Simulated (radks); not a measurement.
Effect of the nuclear size on the antimony ion Sb3+, [Kr] 4d10 5s2. Method: Dirac Kohn-Sham, PBE, spin-unpolarised, spherical densities, finite nucleus; Fermi nuclear charge, rms radius 4.6802 fm; computed with a radial shooting solver on a logarithmic mesh with Libxc functionals. The rms radius is varied about that value; shifts are against it.

| rms radius (fm) | total energy shift (eV) | density at nucleus (e/bohr^3) | 1s1/2 shift (meV) | 2s1/2 shift (meV) | 3p1/2 shift (meV) | 4s1/2 shift (meV) | 4p1/2 shift (meV) | 5s1/2 shift (meV) | 5p1/2 (empty) shift (meV) |
|---|---|---|---|---|---|---|---|---|---|
| 3.8424 | -1.52 | 2.157e+05 | -638 | -73.6 | 0.848 | -2.79 | 0.266 | -0.343 | 0.082 |
| 4.2824 | -0.755 | 2.119e+05 | -316 | -36.5 | 0.420 | -1.38 | 0.132 | -0.170 | 0.041 |
| 4.6802 | 0 | 2.09e+05 | 0.000 | 0.000 | 0.000 | 0.000 | 0.000 | 0.000 | 0.000 |
| 4.9002 | 0.441 | 2.074e+05 | 185 | 21.3 | -0.246 | 0.808 | -0.077 | 0.099 | -0.024 |
| 5.5414 | 1.82 | 2.034e+05 | 764 | 88.2 | -1.02 | 3.34 | -0.319 | 0.411 | -0.099 |

Slopes of the eigenvalues against <r^2> in GHz/fm^2, as finite differences over the two radii next to the reference (eigenvalue slopes, not the field-shift constants of lines): 1s1/2 21400, 2s1/2 2460, 3p1/2 -28.4, 4s1/2 93.3, 4p1/2 -8.91, 5s1/2 11.5, 5p1/2 (empty) -2.75.
